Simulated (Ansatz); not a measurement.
Geometry optimisation, Ansatz 0.2.0, RKS BLYP-D4/STO-3G.

The input (input.yaml):

```yaml
crystal:
  periodic: [false, false, false]
  atoms:
    - { symbol: Al, position_ang: [0.0, 0.0, 0.0] }
    - { symbol: O, position_ang: [0.0, 0.0, 1.78] }
    - { symbol: H, position_ang: [-0.9095, -0.2814, 2.1171] }
    - { symbol: "N", position_ang: [1.6627, 0.0, -0.96] }
    - { symbol: H, position_ang: [2.1293, -0.9179, -1.2118] }
    - { symbol: H, position_ang: [2.1141, 0.9179, -1.2382] }
    - { symbol: "N", position_ang: [-1.6627, 0.0, -0.96] }
    - { symbol: H, position_ang: [-2.3316, -0.8164, -0.8614] }
    - { symbol: H, position_ang: [-1.9118, 0.8164, -1.5886] }
basis:
  gaussian: { orbitals: STO-3G }
hamiltonian:
  xc: blyp
  dispersion: d4
relax:
  f_tol: 0.02
  max_steps: 40
output:
  orbitals: {}
```

Command:

```bash
$ ansatz run input.yaml --threads 1 --pin off --max-ram 2048MiB --backend cpu --events-out ev --progress --plain --runs-dir out
```

Question: Where does it end, and by what steps?

Answer: It converged. The force dipped under the threshold on the way, but the program's further checks kept it going. Limits of this set-up: minimal basis. After 23 steps the energy has fallen by 1.653 eV; H5 moved furthest, 1.16 Å.

```
step  energy less start (eV)  largest force component (eV/Å)  accepted
   0                  0.0000                           3.239       yes
   1                 -0.9087                           1.447       yes
   2                 -1.1607                           0.938       yes
   3                 -1.2414                           0.539       yes
   4                 -1.3132                           0.639       yes
   5                 -1.4080                           0.497       yes
   6                 -1.4827                           0.513       yes
   7                 -1.5404                           0.353       yes
   8                 -1.5942                           0.226       yes
   9                 -1.6284                           0.208       yes
  10                 -1.6332                           0.550       yes
  11                 -1.6451                           0.244       yes
  12                 -1.6491                           0.050       yes
  13                 -1.6493                           0.176       yes
  14                 -1.6492                           0.212        no
  15                 -1.6506                           0.037       yes
  16                 -1.6509                           0.055       yes
  17                 -1.6513                           0.080       yes
  18                 -1.6516                           0.072       yes
  19                 -1.6521                           0.055       yes
  20                 -1.6523                           0.069       yes
  21                 -1.6524                           0.038       yes
  22                 -1.6525                           0.015       yes
  23                 -1.6526                           0.014       yes
```

```xyz
9
Properties=species:S:1:pos:R:3
Al -0.015 -0.120 -0.035
O 0.075 -0.614 1.620
H -0.919 -0.587 1.931
N 1.489 -0.024 -0.928
H 2.434 -0.073 -0.482
H 1.591 0.439 -1.861
N -1.531 0.364 -0.817
H -2.447 -0.034 -0.483
H -1.586 0.367 -1.869
```

Time of the run: 40 s on 1 thread of Arm Neoverse V1, with other jobs on the host, peak memory 0.12 GiB.
